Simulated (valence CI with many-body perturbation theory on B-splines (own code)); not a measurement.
**Mo28+: one-electron terms**

Computed by configuration interaction combined with many-body perturbation theory (CI+MBPT): four valence electrons over a frozen Dirac-Fock core [Ne], a basis of 11 s, 11 p, 9 d, 7 f, 5 g, 2 h, 1 i functions for each j, with the one-electron correlation potential Σ1 (screened to all orders), the two-electron term Σ2, the three-electron term Σ3, Breit, model QED; selected single and double excitations, second order for the rest (own B-spline code, finite nucleus).

The last digits are not significant, and no measured levels were compared; by estimate large intervals hold to a few tenths of a per cent, small ones and those within an open d or f shell to about a per cent.

These are the spectroscopic orbitals of the CI (the correlating ones are not listed), shaped by the core and the other valence electrons. h is the expectation value of the core's Dirac-Fock operator, without the valence repulsion; Σ1 is computed up to l = 3 at one energy for each symmetry, that of its lowest orbital but kept below the first core excitation, so for empty shells it is not the orbital's own correlation shift; Breit and QED include the response of the core.

```tsv
Orbital	h (hartree)	Σ1 (cm⁻¹)	Breit (cm⁻¹)	QED (cm⁻¹)	⟨r⟩ (bohr)
3s1/2	-65.791	-6070	5908	4278	0.3754
4s1/2	-35.541	-1971	2249	1669	0.7033
5s1/2	-22.213	-885	1062	800	1.139
6s1/2	-15.191	-479	590	446	1.676
3p1/2	-63.194	-7559	9714	-189	0.3606
4p1/2	-34.459	-2422	3721	-69.4	0.6980
5p1/2	-21.672	-1102	1801	-33.1	1.140
6p1/2	-14.883	-601	1011	-18.4	1.685
3p3/2	-62.194	-7181	5997	223	0.3672
4p3/2	-34.056	-2335	2264	89.0	0.7069
5p3/2	-21.471	-1069	1127	43.9	1.151
6p3/2	-14.768	-585	631	24.9	1.698
3d3/2	-58.79	-8579	4226	-175	0.3223
4d3/2	-32.756	-2335	1509	-60.9	0.6748
5d3/2	-20.835	-1032	719	-29.0	1.129
3d5/2	-58.577	-8256	1930	-47.2	0.3242
4d5/2	-32.664	-2243	685	-10.4	0.6772
5d5/2	-20.788	-991	330	-3.8	1.132
4f5/2	-31.978	-1816	113	-17.3	0.6003
5f5/2	-20.444	-896	78.6	-9.7	1.062
4f7/2	-31.942	-1787	19.9	3.2	0.6014
5f7/2	-20.425	-880	13.8	0.7	1.064
5g7/2	-20.343		2.0	-3.3	0.9420
5g9/2	-20.332		0.1	2.4	0.9427
```

Among the shells of the start configuration 3s2 3p2, Σ1 is largest in size for 3p1/2, where it is 0.055 % of h.

Lowest root of each symmetry, sizes in configuration state functions:

```
J  Parity  Roots  Reference  Variational  Second order  Change by selected CI (cm⁻¹)  Change by second order (cm⁻¹)
0    even      8         39        17904         41265                         -8230                             -1
1    even     12         70        39997        186868                         -7410                             -5
2    even     16         99        39998        187443                         -8305                            -27
3    even     10         71        39817        334219                         -7097                            -35
4    even      7         51        39186        235877                         -6347                            -26
5    even      2         19        23623        155099                         -7529                            -16
0     odd      3         28        13927         39718                         -8547                             -3
1     odd      8         72        36665        153220                         -8362                             -5
2     odd      9         83        39991        163468                         -5272                             -9
3     odd      5         67        40000        198995                         -7462                            -18
4     odd      2         41        31938        201709                        -11151                            -14
```
